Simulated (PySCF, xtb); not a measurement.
3-silylpropanenitrile (C3H7NSi), SMILES C(CC[SiH3])#N. One conformer was computed; it need not be the lowest.

Harmonic wavenumbers (cm⁻¹) from GFN2-xTB run with xtb 6.7.1 at its own minimum, in rising order: 70, 109, 183, 258, 381, 507, 507, 575, 692, 762, 784, 784, 790, 920, 941, 1077, 1105, 1163, 1283, 1311, 1437, 1478, 2249, 2279, 2311, 2413, 2930, 2957, 2973, 2988.

Problem. What does TPSSh-D3(BJ)/def2-SVP (PySCF 2.14.0) give at its own minimum? (Estimate from the structure and the level; the computed values follow.)

Solution. 70, 123, 185, 250, 370, 499, 532, 610, 690, 806, 904, 934, 941, 958, 964, 1035, 1155, 1193, 1296, 1344, 1443, 1461, 2249, 2261, 2276, 2356, 3041, 3044, 3087, 3099. Paired by order, the mean absolute difference is 45 cm⁻¹ and the zero-point energies are 54.6 and 56.0 kcal/mol.
